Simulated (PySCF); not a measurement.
System: H₃Sb, singlet: map of symmetric stretch and umbrella angle. Scanned: Sb-H bond length and angle between the Sb-H bonds and the threefold axis (90 = planar).

Cartesian coordinates as functions of the variables (Å; names that start with a are angles):
```
Sb  0  0  0
H  r*sin(a)*cos(0*2*pi/3+0)  r*sin(a)*sin(0*2*pi/3+0)  0+r*cos(a)
H  r*sin(a)*cos(1*2*pi/3+0)  r*sin(a)*sin(1*2*pi/3+0)  0+r*cos(a)
H  r*sin(a)*cos(2*2*pi/3+0)  r*sin(a)*sin(2*2*pi/3+0)  0+r*cos(a)
```

Method: CCSD(T) on RHF/def2-TZVP, 4 core orbitals frozen, def2 effective core potentials past Kr in PySCF.

Energy in kJ/mol above the lowest grid point; x is the Sb-H bond length (Å), y the angle between the Sb-H bonds and the threefold axis (90 = planar) (°).

```
y \ x   1.50   1.58   1.66   1.74   1.82   1.90   1.98   2.06   2.14
-----  -----  -----  -----  -----  -----  -----  -----  -----  -----
130    131.1   48.5   12.2    9.0   29.1   65.1  111.5  164.2  220.2
126    115.1   35.2    1.3    0.0   21.6   58.9  106.2  159.6  216.0
122    110.0   32.7    0.6    0.9   23.5   61.3  109.0  162.4  218.7
118    115.0   40.0    9.8   11.2   34.4   72.4  119.7  172.5  228.0
114    128.6   56.2   27.8   30.3   54.0   91.8  138.3  190.0  244.0
110    149.2   79.7   53.6   57.5   81.7  119.1  164.5  214.5  266.4
106    174.4  108.5   85.3   91.2  116.4  153.6  197.9  245.7  294.9
102    200.9  139.2  119.8  129.0  156.3  194.3  237.6  283.1  329.0
98     224.6  167.3  152.6  166.4  197.9  238.6  282.4  325.8  367.9
94     241.1  187.4  176.8  195.8  233.6  281.1  329.7  372.6  409.8
90     247.0  194.7  185.9  207.4  249.1  303.4  364.5  428.1  490.2
```

Points that lie below all their neighbours on the grid: x = 1.74, y = 126 (0.0 kJ/mol).
